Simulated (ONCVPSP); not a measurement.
# titanium, ONCV: configuration errors across variants

ONCVPSP 4.0.1 input, shortened (lines: element, Z, core and valence counts, functional; n l f; lmax; l rc ep ncon nbas qcut; lloc lpopt rc5 dvloc0; l nproj debl; icmod fcfact rcfact), PBE, scalar-relativistic:

```
  Ti 22.00    3    4        4      upf
    1    0    2.00
    2    0    2.00
    2    1    6.00
    3    0    2.00
    3    1    6.00
    3    2    2.00
    4    0    1.00
    2
    0    1.45    0.00    4    9    7.00
    1    1.65    0.00    4    7    9.40
    2    1.80    0.00    4    9   10.40
    4    5    1.25    4.00
    0    2    0.50
    1    3    2.10
    2    2    2.70
    3    2.25    1.40
```

All-electron excitation energies from the reference (eV): (1) 3s2 3p6 3d2 4s2 -7.347; (2) 3s2 3p6 3d2 4s0 13.572; (3) 3s2 3p6 3d1 4s0 40.520; (4) 3s2 3p6 3d2 4s1.5 -4.410.

1 further variants failed, have other tests or too few solved ones, and are left out.

Errors AE − PS in meV (a dash: test not solved or not reliable):

```tsv
change	(1)	(2)	(3)	(4)	bound ghosts	GHOST(+) flags above zero
base	+0.7	-0.9	+45	+0.3	none	none
s: qcut 4.7; p: qcut 6.4; d: qcut 7	+0.8	-1.4	+96	+0.3	none	none
s: qcut 5.1; p: qcut 6.8; d: qcut 7.5	+0.7	-1.3	+84	+0.3	none	none
s: qcut 5.9; p: qcut 8; d: qcut 8.8	+0.7	-1.1	+62	+0.3	none	none
s: qcut 6.8; p: qcut 9.1; d: qcut 10.1	+0.7	-0.9	+47	+0.3	none	none
s: qcut 7.3; p: qcut 9.9; d: qcut 10.9	+0.7	-0.9	+40	+0.3	none	none
s: qcut 8; p: qcut 10.8; d: qcut 11.9	+0.7	-0.8	+34	+0.3	none	none
s: qcut 10; p: qcut 13.5; d: qcut 14.9	-1.1	-2.3	-229	-0.1	none	none
```

Question: Give the same row for: s: qcut 9.4; p: qcut 12.6; d: qcut 13.9.

Answer: +0.5, -0.8, -7.0, +0.3; bound ghosts: none; GHOST(+) flags above zero: none.
